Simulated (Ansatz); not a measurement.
A nudged elastic band was laid between two geometries of FH3OSi + H3P (10 atoms, charge 0, multiplicity 1).

Level of theory: RKS PBE0-D4/6-31G* (Ansatz 0.2.0).

| Item | Value |
| --- | --- |
| movable images | 7 |
| climbing image | yes |
| spring | 2.0 to 10.0 eV/Å², energy-weighted |
| optimiser | quadratic models (default) |
| start path | through a guess of the saddle point |
| force threshold | 0.05 eV/Å |
| iteration limit | 60 |
| end points | relaxed |

Initial state:

```xyz
10
Properties=species:S:1:pos:R:3
Si -0.250 0.427 -0.134
H -0.084 0.707 1.318
F 1.234 0.356 -0.752
H -1.012 1.478 -0.841
O -1.068 -0.975 -0.394
H -0.758 -1.748 0.092
P 1.796 -2.857 1.377
H 0.740 -3.503 0.670
H 2.038 -1.912 0.344
H 0.917 -1.991 2.089
```

Final state:

```xyz
10
Properties=species:S:1:pos:R:3
Si 0.279 -0.406 -0.430
H -0.080 -0.038 2.991
F 1.071 0.236 -1.677
H -0.159 0.680 0.474
O -1.117 -1.119 -0.942
H -1.032 -1.921 -1.471
P 1.759 -1.772 0.573
H 0.770 -2.536 1.253
H 1.851 -2.674 -0.526
H 0.211 -0.467 3.525
```

(1) Which bonds break or form, and what moves?

(2) What energy profile does the band end with?

(3) What is the geometry of the highest image?

Answers

(1) Bonds broken: Si1–H2, P7–H10. Bonds formed: Si1–P7, H2–H10. FH3OSi + H3P becomes FH4OPSi + H2.

(2) The run converged. The highest image is number 3 of 0 to 8, 2.83 eV above the first end and 2.83 eV above the last; the last end lies 0.00 eV above the first. Neighbouring images differ by up to 1.4 eV, so the band resolves the path poorly. Another band between the same ends (7 images) ends at a top of the same energy, where a vibrational analysis finds 1 clearly imaginary mode. The orbitals stay closed-shell, which can raise the energy where a bond breaks towards radicals; this wasn't checked here.

| image | path coordinate (Å) | energy (eV) | Si1–H2 (Å) | P7–H10 (Å) | Si1–P7 (Å) |
| --- | --- | --- | --- | --- | --- |
| 0 | 0.00 | 0.00 | 1.49 | 1.42 | 4.15 |
| 1 | 1.73 | 0.27 | 1.49 | 1.43 | 3.47 |
| 2 | 2.45 | 1.67 | 1.56 | 1.57 | 2.94 |
| 3 | 2.92 | 2.83 | 1.71 | 1.88 | 2.69 |
| 4 | 3.26 | 2.32 | 1.88 | 2.04 | 2.50 |
| 5 | 3.66 | 1.55 | 2.14 | 2.20 | 2.37 |
| 6 | 4.19 | 0.79 | 2.49 | 2.37 | 2.30 |
| 7 | 4.98 | 0.18 | 2.96 | 2.66 | 2.26 |
| 8 | 6.34 | 0.00 | 3.46 | 3.58 | 2.25 |

(3) 
```xyz
10
Properties=species:S:1:pos:R:3
Si 0.047 -0.139 0.073
H 0.036 0.227 1.740
F 1.434 0.286 -0.610
H -0.757 1.097 -0.046
O -1.017 -1.221 -0.543
H -0.720 -2.142 -0.541
P 1.548 -2.103 1.125
H 0.519 -3.085 1.190
H 1.891 -2.364 -0.227
H 0.573 -0.573 1.608
```

Time of the run: 9.8 min on 1 thread of Arm Neoverse V1, on a shared host, peak memory 0.16 GiB.
